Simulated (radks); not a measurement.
All-electron atom: the terbium ion Tb6+ in [Kr] 4d10 4f8 5s2 5p3.

Calculated with a radial shooting solver on a logarithmic mesh with Libxc functionals: Dirac Kohn-Sham, LB94 model potential, spin-unpolarised, spherical densities, finite nucleus; open shells fill j = l - 1/2 first; Fermi nuclear charge, rms radius 5.06 fm.

Energy parts (eV):
kinetic: 349411.65
electron-nucleus: -780781.33
Hartree: 119706.73
(The LB94 potential has no energy functional, so no total or exchange-correlation energy is given.)

Orbitals (lengths in bohr, moments of r in powers of bohr; <r^-3> diverges for s and p1/2; r(90%) holds 90 % of the orbital's charge):
orbital	occ.	eigenvalue (eV)	<r^-3>	r(90%)
1s1/2	2	-52082.44	-	0.0389
2s1/2	2	-8719.457	-	0.141
2p1/2	2	-8299.461	-	0.125
2p3/2	4	-7546.131	10520	0.134
3s1/2	2	-2010.927	-	0.350
3p1/2	2	-1825.999	-	0.342
3p3/2	4	-1670.887	2240	0.361
3d3/2	4	-1350.144	379.2	0.333
3d5/2	6	-1316.167	335.5	0.338
4s1/2	2	-467.8421	-	0.779
4p1/2	2	-395.6398	-	0.805
4p3/2	4	-361.2211	496.0	0.848
4d3/2	4	-241.7682	71.95	0.924
4d5/2	6	-235.4918	62.60	0.940
4f5/2	6	-93.2032	9.763	1.28
4f7/2	2	-92.2780	9.426	1.30
5s1/2	2	-131.4863	-	1.77
5p1/2	2	-109.7344	-	1.94
5p3/2	1	-103.7942	85.76	2.03

The highest occupied level is 4f7/2 at -92.278 eV. For comparison, the ionisation energy in NIST's Atomic Spectra Database is 108 eV (theoretical). In exact Kohn-Sham theory the highest level is minus the ionisation energy, but local and semilocal functionals leave it too shallow, through self-interaction and a potential that decays too fast; potentials with the right tail come closer. The density falls to 0.001 e/bohr^3 at r = 2.79 bohr. The electron density at the nucleus is 6.869e+05 e/bohr^3.

Beside tabulated values, note that spin-unpolarised runs miss the spin-polarisation part of the exchange energy of open shells.
